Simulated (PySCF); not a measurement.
**Electron correlation in C²⁺ (carbon, charge +2)**

[He] 2p2, high-spin 3P determinant (an excited configuration). Calculation: PySCF 2.14, in aug-cc-pwCVDZ (5s4p2d, 27 functions); no relativity, point nucleus. Frozen: 1s2; 2 electrons correlated.

With two correlated electrons CCSD is exact within the correlated space (frozen core and kept virtual orbitals).

```
level  correlation energy (mhartree)
 CCSD                          -5.52
```

Diagnostics: T1 = 0.0013, D1 = 0.0018, largest double amplitude 0.022.

Cost of the coupled-cluster step: of the order of 0.14 core-seconds, for 2 correlated electrons.
